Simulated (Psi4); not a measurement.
hydrogen selenide (H2Se), singlet, geometry from GFN2-xTB. Base run: Psi4 1.11 with PBE/def2-SVP.

Here is a job for Psi4.
```
memory 2 GB

molecule {
0 1
  Se   -0.00212195    0.05573074   -0.00140146
  H    -0.99156528   -0.98670710    0.01758038
  H     1.06371165   -0.90813823    0.03006913
}

set basis def2-svp

energy('pbe')
print_variables()
```

Each row names what was changed in the base input (with any setting that the change needs).

```json
[
 {"change": "base", "basis functions": "42", "E (Eh)": "-2402.08473", "dipole (D)": "0.92"},
 {"change": "basis = cc-pVDZ-DK; relativity = none (with scf_type pk)", "basis functions": "37", "E (Eh)": "-2385.70622", "dipole (D)": "1.02"},
 {"change": "basis = cc-pVDZ-DK; relativity = spin-free X2C (with scf_type pk)", "basis functions": "37", "E (Eh)": "-2430.64280", "dipole (D)": "0.84"},
 {"change": "basis = cc-pVTZ-DK; relativity = none (with scf_type pk)", "basis functions": "71", "E (Eh)": "-2384.22721", "dipole (D)": "0.84"},
 {"change": "basis = cc-pVTZ-DK; relativity = spin-free X2C (with scf_type pk)", "basis functions": "71", "E (Eh)": "-2430.75670", "dipole (D)": "0.71"}
]
```

Total energies compare only within one method and basis.

Basis sets contracted for a relativistic Hamiltonian are a mismatch without it, so the rows without relativity aren't non-relativistic limits. No row has spin-orbit coupling; sets with core potentials leave out the core electrons.
